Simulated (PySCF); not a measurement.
## Finite-field polarisability of I⁻ (iodine, charge -1)

[Xe], closed-shell 1S. Computed with PySCF 2.14 in aug-cc-pwCVTZ-DK3 with one added diffuse shell each of s, p, d, f type (11s10p8d5f1g, 125 functions), with the spin-free X2C one-electron Hamiltonian (Gaussian nucleus). Frozen: [Kr] 4d10. Energy changes in a uniform field (μhartree):

| axis | F (au) | HF | MP2 | CCSD | CCSD(T) |
| --- | --- | --- | --- | --- | --- |
| x | 0.0018 | -102.473 | -113.131 | -111.276 | -114.559 |
| x | 0.0036 | -410.594 | -453.560 | -446.064 | -459.339 |

Question: Derive α along x at CCSD(T) from the two fields.

Answer: With ΔE = −αF²/2 − γF⁴/24, α = −(16 ΔE(F) − ΔE(2F))/(6F²) = 70.66 bohr³.

Question: And the mean polarisability at each level?

Answer: HF 63.22, MP2 69.78, CCSD 68.64, CCSD(T) 70.66 bohr³.
